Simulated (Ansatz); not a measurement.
ClH2In (SMILES [Cl][InH2]) moved off its minimum; all values from Ansatz (an electronic-structure program), cores frozen in correlated methods. Elements past Kr take the def2 small-core potentials, without spin–orbit coupling.
(charge 0, multiplicity 1)
```xyz
4

In    -0.01885    -0.19831    -0.47794
H     -1.59693    -0.15032    -1.21598
H      1.58861    -0.46335    -1.10229
Cl    -0.07151     0.64663     1.69225
```

Forces at MP2/def2-TZVPPD (eV/Å):

| atom | Fx | Fy | Fz |
|---|---|---|---|
| In1 | 0.039 | 0.173 | -0.697 |
| H2 | 0.212 | -0.169 | 0.069 |
| H3 | -0.267 | -0.104 | 0.113 |
| Cl4 | 0.016 | 0.101 | 0.515 |

Question: Give the forces (eV/Å), the total energy and the dipole at CCSD(T)/def2-TZVPPD.

Answer: 
| atom | Fx | Fy | Fz |
|---|---|---|---|
| In1 | 0.036 | 0.160 | -0.627 |
| H2 | 0.076 | -0.160 | 0.004 |
| H3 | -0.127 | -0.122 | 0.057 |
| Cl4 | 0.015 | 0.123 | 0.566 |
Energy -650.2297 hartree, dipole 2.73 D.
